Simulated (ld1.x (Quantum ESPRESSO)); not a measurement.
Bi (Z = 83): one change to a TM potential, before and after

```json
{
 "Element": "bismuth (Bi)",
 "Generator": "ld1.x (Quantum ESPRESSO) 7.5",
 "Type": "norm-conserving Troullier–Martins (Kleinman–Bylander form)",
 "Functional": "PW91",
 "Relativity": "scalar-relativistic",
 "Frozen core": "[Xe] 4f14 5d10",
 "Valence charge": "5",
 "Reference configuration": "6s2 6p1 (charge +2)",
 "Partial waves": "6s (bound): rc 1.60 bohr; 6p (bound): rc 2.05 bohr; 6d channel at 0.45 Ry: rc 1.80 bohr",
 "Local potential": "the d channel",
 "Core correction": "a·sin(br)/r model core inside 1.50 bohr"
}
```

All-electron outer shells of the reference configuration (PW91, scalar-relativistic, ld1.x):

| shell | level (eV) | outermost node (bohr) | outermost maximum (bohr) |
| --- | --- | --- | --- |
| 6s | -30.81 | 0.98 | 1.83 |
| 6p | -19.28 | 1.14 | 2.27 |

Change: fully relativistic.

Cutoffs: the cutoffs (Ry, on a coarse ladder) from which the occupation-weighted sum of valence levels, in a spherical-Bessel basis at the reference potential, stays within 10 and 1 mRy of its value at 400 Ry; they do not see the model core or the augmentation charge, which bear on the density cutoff. Errors are all-electron minus pseudo energies relative to the spin-unpolarised reference configuration.

Predict the effect on cutoff, ghosts and configuration errors.

The potential gets neither clearly harder nor softer (50 Ry and 90 Ry → 50 Ry and 90 Ry); both files keep a bound ghost (p, s); of the 7 tests that both files solve, the error grows in 4 and shrinks in 0 by more than 15 % and 0.3 meV (median size 54.3 → 59.3 meV).

```csv
quantity,base,changed
"cutoff, loose",50 Ry,50 Ry
"cutoff, tight",90 Ry,90 Ry
loose cutoff by channel (10 mRy a level),"s 30 Ry, p 10 Ry","s 30 Ry, p 15 Ry"
bound ghosts,"s, p","s, p3/2, p1/2"
"error for 6s2 6p3, meV [ΔE -23.30 → -23.62 eV]",-48,-64
"error for 6s2 6p2, meV [ΔE -15.32 → -15.50 eV]",-17,-26
"error for 6s2 6p0, meV [ΔE 23.43 → 23.65 eV]",-64,-55
"error for 6s2 6p3.3, meV [ΔE -24.40 → -24.77 eV]",-54,-72
"error for 6s1 6p0, meV [ΔE 68.96 → 69.16 eV]",-464,-445
"error for 6s0 6p5, meV [ΔE -2.74 → -3.54 eV]",-62,-59
"error for 6s1 6p3, meV [ΔE -4.48 → -4.89 eV]",-12,-16
s: phases at 2.25 bohr within 0.05 rad from the reference energy up to (Ry; the scan ends near 5),2.1,2.5
```

 A true bound ghost makes a file unfit for plane-wave use even where its test errors are small: the radial tests pick states by their node count and pass the ghost by.
